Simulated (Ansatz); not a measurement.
`O=C([CH-]C(=O)C(F)(F)F)C(F)(F)F`. The species carries charge -1 and has multiplicity 1.

```xyz
14

O    -1.526   -0.752   -0.371
C    -0.338   -0.904   -0.103
C     0.694    0.012    0.159
C     0.665    1.420    0.193
O     1.633    2.141    0.435
C    -0.668    2.170   -0.092
F    -0.492    3.497   -0.014
F    -1.144    1.927   -1.321
F    -1.629    1.868    0.792
C     0.157   -2.383   -0.031
F     1.141   -2.643   -0.920
F     0.656   -2.703    1.182
F    -0.822   -3.253   -0.282
H     1.674   -0.398    0.373
```

Question: List the harmonic frequencies (cm⁻¹, unscaled) at PBE0-D4/def2-TZVPD in Ansatz. (Best estimate.)

Answer: Computed: 15i, 37, 83, 108, 129, 165, 241, 264, 294, 329, 370, 415, 449, 522, 532, 552, 575, 655, 722, 737, 767, 778, 823, 899, 1102, 1130, 1172, 1179, 1188, 1200, 1276, 1373, 1512, 1677, 1735, 3195.
